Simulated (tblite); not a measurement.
H₄HfO₄, charge +1, doublet, at the geometry of the source list (GFN-xTB shapes and energies of metal compounds can be far from the true ones) (the multiplicity is a formal guess); GFN1-xTB in tblite.

The tblite input:
```
$ tblite run mol.xyz --method gfn1 --charge 1 --spin 1 --efield 0,0,0.1 --json tblite.json --no-restart

# file mol.xyz
9

Hf     0.03150000    -0.21370000    -0.03530000
O      1.54540000    -0.43880000    -1.10870000
H      2.14800000     0.31340000    -1.13200000
O      0.44270000     0.01220000     1.77320000
H      0.34870000     0.93750000     2.02920000
O     -0.61720000     1.44510000    -0.60730000
H     -1.08080000     1.38450000    -1.45360000
O     -1.31010000    -1.51260000    -0.15670000
H     -1.50840000    -1.92750000     0.69120000
```

Q: What does tblite print? Leave out banner, timings and long lists.

A: 
```
xTB calculator
 | screened Coulomb repulsion
 | Coulomb electrostatics
 |  * isotropic Klopman-Ohno-Mataga-Nishimoto electrostatics
 |  * onsite third-order electrostatics
 | DFT-D3(BJ) dispersion correction
 | Interactions (1)
 | [1] electric field

halogen bonding energy    0.0000000000000E+00 Eh
repulsion energy          1.2559150563533E-01 Eh
dispersion energy        -2.2306638081638E-03 Eh
interaction energy        0.0000000000000E+00 Eh
number of electrons       3.1000000000000E+01 e
integral cutoff           3.5545256755052E+01 bohr

------------------------------------------------------------
  cycle        total energy    energy error   density error
------------------------------------------------------------
      1     -20.03015681835  -2.0153518E+01   6.1899629E-01
      2     -21.51389256797  -1.4837357E+00   2.8505934E-01
      3     -21.46586223870   4.8030329E-02   2.1981038E-01
      4     -21.57369558547  -1.0783335E-01   1.2691941E-01
      5     -21.54649463751   2.7200948E-02   1.4112074E-01
      6     -21.57279147549  -2.6296838E-02   1.0616616E-01
      7     -21.60358154769  -3.0790072E-02   8.1209827E-02
      8     -21.64259854937  -3.9017002E-02   4.0305533E-02
      9     -21.65424906388  -1.1650515E-02   1.9180030E-02
     10     -21.65396015137   2.8891251E-04   1.9036614E-02
     11     -21.65726948310  -3.3093317E-03   3.4261915E-03
     12     -21.65736485846  -9.5375351E-05   9.6757249E-04
     13     -21.65736739804  -2.5395846E-06   7.7300689E-04
     14     -21.65736436349   3.0345539E-06   9.3703933E-04
     15     -21.65736531656  -9.5307075E-07   8.7875934E-04
     16     -21.65737215685  -6.8402933E-06   2.6166413E-04
     17     -21.65737269475  -5.3789660E-07   1.1384595E-04
     18     -21.65737275430  -5.9555244E-08   8.1893670E-05
     19     -21.65737280277  -4.8468575E-08   4.1705957E-05
     20     -21.65737281702  -1.4246215E-08   1.6758971E-05
------------------------------------------------------------

electronic energy        -2.1780733658844E+01 Eh
total energy             -2.1657372817017E+01 Eh

Post processing:
 | Mayer-Wiberg bond orders

[Info] JSON dump of results written to 'tblite.json'
```
